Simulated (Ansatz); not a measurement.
Program: Ansatz. Geometries: PBE0-D4/def2-TZVP. ΔE: electronic, gas phase. CBS: MP2 limit from def2 TZ/QZ plus the TZ coupled-cluster correction, frozen cores. This one scheme is used for every species. DFT in def2-TZVPP. For Ga outer-core shells are correlated without core-valence functions, which leaves a few kJ/mol of doubt a bond. Scalar relativity is left out up to krypton. One conformer a species, not always the lowest.

Consider the hydrogenolysis of the Al–Ga bond: `[NH2][Al]([AlH2])[GaH2]` + H₂ → `[NH2][AlH][AlH2]` + `[GaH3]`.

```
                  species  r2SCAN-D4 energy (Eh)
`[NH2][Al]([AlH2])[GaH2]`            -2468.00966
                       H₂               -1.17130
       `[NH2][AlH][AlH2]`             -542.57113
                 `[GaH3]`            -1926.60570
```

Work out ΔE.

ΔE = (-542.57113) + (-1926.60570) − (-2468.00966) − (-1.17130) = 0.00413 Eh = +10.8 kJ/mol. CCSD(T)/CBS gives +10.7 kJ/mol.

Largest T1 diagnostic among the species: 0.014.

Leaving LDA and LC-ωPBE aside and taking each functional with its dispersion term where it has one, the values, not all of them listed here, spread over 32.3 kJ/mol, from B97M-V to PBE-D4. At CCSD(T), def2-SVP lies −13.2 kJ/mol from the extrapolated value and def2-TZVPP −4.4 kJ/mol. From PBE to PBE0 (25 % exact exchange), in def2-TZVPP and without D4, ΔE moves by −6.7 kJ/mol.
